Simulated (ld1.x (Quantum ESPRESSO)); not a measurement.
# Ranking TM semilocal potentials for Ar

All share these settings but for the change named:

Ar, norm-conserving Troullier–Martins (semilocal form), made with ld1.x (Quantum ESPRESSO) 7.5 (BLYP, scalar-relativistic). Core [Ne], reference 3s2 3p6. Waves: 3s (bound): rc 1.10 bohr; 3p (bound): rc 1.25 bohr; 3d channel at 0.05 Ry: rc 1.30 bohr. Local part: the d channel. Core correction: a·sin(br)/r model core, default radius (core density twice the valence density).

Cutoff: the first of the cutoffs (Ry, on a coarse ladder) from which the occupation-weighted sum of valence levels, in a spherical-Bessel basis at the reference potential, stays within 10 and 1 mRy of its value at 400 Ry; the density cutoff is not measured.

The base gives 70 Ry.

Of 7 variants that were run, those that failed, showed a ghost or another fault, or gave nearly equal values are left out.

(1) Rank these variants from softest to hardest (loose cutoff).
A. wave 3s (bound): rc 1.10 bohr becomes 3s (bound): rc 1.02 bohr
B. wave 3s (bound): rc 1.10 bohr becomes 3s (bound): rc 1.32 bohr
C. wave 3s (bound): rc 1.10 bohr becomes 3s (bound): rc 1.46 bohr
D. wave 3s (bound): rc 1.10 bohr becomes 3s (bound): rc 0.84 bohr

## Answers

(1) C (50 Ry), B (60 Ry), A (80 Ry), D (140 Ry).
